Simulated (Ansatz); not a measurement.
GeH6O2Si, SMILES [OH][GeH2][O][SiH3].

Coordinates come from a PBE0-D3(BJ)/def2-SVP optimisation. This is a generated structure with no PubChem entry under its InChIKey; it may be hypothetical. The values are those of a single conformer.

Two levels are set side by side: PBE/def2-SVPD (Ansatz, a program for electronic structure) and CAM-B3LYP/def2-SVPD (Ansatz). Energy differences of separate SCF runs at the same geometry; the states with an electron removed or added have multiplicity 2 and 2. Differences are taken from unrounded values.

| quantity | CAM-B3LYP | PBE | PBE minus CAM-B3LYP |
|---|---|---|---|
| vertical ionisation energy (eV) | 10.88 | 10.02 | -0.86 |
| vertical singlet–triplet gap (eV) | 7.11 | 6.08 | -1.03 |
